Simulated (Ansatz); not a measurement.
Cost and result up the ladder for PbO₂H₂ (5 atoms). The state is a singlet with charge 0. Geometry: PBE0-D4/def2-TZVP.

| atom | x (Å) | y (Å) | z (Å) |
| --- | --- | --- | --- |
| Pb1 | -1.154 | 0.838 | -0.004 |
| O2 | 0.581 | -0.775 | -0.405 |
| O3 | 0.195 | -0.580 | 0.989 |
| H4 | 0.272 | -1.674 | -0.576 |
| H5 | 0.107 | 2.191 | -0.004 |

Ansatz on 4 threads of Arm Neoverse V1 on a shared host. Times are rough, and most runs start from the orbitals of an earlier one. PBE0-D4/def2-TZVP serves as the yardstick here, not as an exact answer. Binding counts from free atoms at the same level (Pb triplet, O triplet, H doublet; other spins of the atoms weren't run), without zero-point energy or a counterpoise term.

In the def2 sets Pb takes a core potential; there is no spin–orbit coupling. Correlated methods freeze 6 core orbitals; core or outer-core shells of Pb are correlated, in sets that lack core-valence functions. The structure holds 1 bond(s) between oxygen atoms. Another isomer (singlet) lies 4.10 eV lower at PBE0-D4/def2-TZVP; other spin states weren't run for this one.

Correlated methods converge slowly with the basis.

```
                         level  functions  wall time
             PBE0-D4/def2-TZVP        124      0.8 s
PBE-D4/def2-TZVP (with forces)        124      0.8 s
            BHLYP-D4/def2-TZVP        124      0.9 s
           r2SCAN-D4/def2-TZVP        124      1.4 s
          r2SCANh-D4/def2-TZVP        124      1.6 s
            CCSD(T)/def2-TZVPP        140       14 s
```

(1) Estimate what each level gives for the binding energy per atom (eV).

Answers

(1) 
| level | binding energy per atom (eV) | difference from PBE0-D4/def2-TZVP (eV) |
| --- | --- | --- |
| PBE0-D4/def2-TZVP | 2.44 | 0.00 |
| PBE-D4/def2-TZVP (with forces) | 2.67 | 0.23 |
| BHLYP-D4/def2-TZVP | 2.23 | -0.21 |
| r2SCAN-D4/def2-TZVP | 2.52 | 0.07 |
| r2SCANh-D4/def2-TZVP | 2.44 | 0.00 |
| CCSD(T)/def2-TZVPP | 2.40 | -0.04 |
